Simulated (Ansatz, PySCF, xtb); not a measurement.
Reaction 2 R1 → P1, each structure at its B3LYP-D3(BJ)/def2-SVP stationary point, reached from a drawn start (curvature not checked).
R1, Cl3Ga (SMILES [Cl][Ga]([Cl])[Cl]) (charge 0, multiplicity 1):
```xyz
4

Ga     0.000     0.000     0.000
Cl     2.134     0.000     0.000
Cl    -1.067     1.849     0.000
Cl    -1.067    -1.849     0.000
```
P1: Cl6Ga2 (SMILES [Cl][Ga-]1([Cl])[Cl+][Ga-]([Cl])([Cl])[Cl+]1), charge 0, multiplicity 1.

P less R. No zero-point or thermal terms; no spin–orbit coupling.

Cores are frozen in the correlated methods. In cc and def2 sets filled d and f shells under p-block atoms count as core.

Programs: Ansatz (a first-principles code) with Gaussian orbitals; PySCF for the D3/D4 terms; xtb for the GFN methods. Each number belongs to the level named beside it.

The comparison value is -1.077 eV (CCSD(T)/def2-TZVPP). It is a level with limits of its own, not the exact answer.

Question: Order these levels by how close they come to the comparison value for the reaction energy, closest first: GFN2-xTB, PBE-D3(BJ)/def2-TZVPP, B3LYP-D4/def2-TZVPP, BLYP/def2-TZVPP, PBE0/def2-TZVPP. Give each level's value less the comparison value.

Answer: B3LYP-D4/def2-TZVPP (0.001 eV), PBE-D3(BJ)/def2-TZVPP (0.025 eV), PBE0/def2-TZVPP (0.149 eV), BLYP/def2-TZVPP (0.508 eV), GFN2-xTB (-0.529 eV)
